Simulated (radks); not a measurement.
Results of a calculation; reference values are marked as such.
Ionisation of the germanium ion Ge16+, [Ne] 3s2 3p4, to Ge17+, [Ne] 3s2 3p3, under several functionals. Scalar-relativistic Kohn-Sham, spin-unpolarised, spherical densities, point nucleus; a radial shooting solver on a logarithmic mesh with Libxc functionals.

functional                                      E(Ge16+) (hartree)  Exc (hartree)  IE (eV)  -e(HOMO) (eV)  <r> HOMO (bohr)  IE error (eV)
LDA (Slater exchange, VWN5 correlation)                -1963.93616      -57.98567   614.02         592.97           0.5340           +4.9
B86b exchange with PBE correlation                     -1967.36711      -61.46434   614.28         593.27           0.5342           +5.2
LDA (Slater exchange, Perdew-Wang correlation)         -1963.92880      -57.97829   614.01         592.96           0.5340           +4.9
BP86                                                   -1967.54056      -61.64337   614.39         593.38           0.5340           +5.3
PBE                                                    -1967.00888      -61.10127   614.16         593.16           0.5343           +5.1
exchange-only B88                                      -1966.64720      -60.74094   612.76         591.71           0.5342           +3.7
SOGGA                                                  -1965.36499      -59.43735   613.75         592.74           0.5343           +4.7
revPBE                                                 -1967.22060      -61.31731   614.16         593.17           0.5343           +5.1
AM05                                                   -1964.27746      -58.33395   613.85         592.82           0.5341           +4.7

NIST Atomic Spectra Database: 609 eV (semi-empirical). Closest: exchange-only B88. The Delta-SCF values span 1.64 eV, the total energies 3.61 hartree. The highest occupied level is 3p. Spin polarisation and multiplet splitting are left out, so open shells lie too high by an amount that depends on their filling.

Beside tabulated values, note that spin-unpolarised runs miss the spin-polarisation part of the exchange energy of open shells.
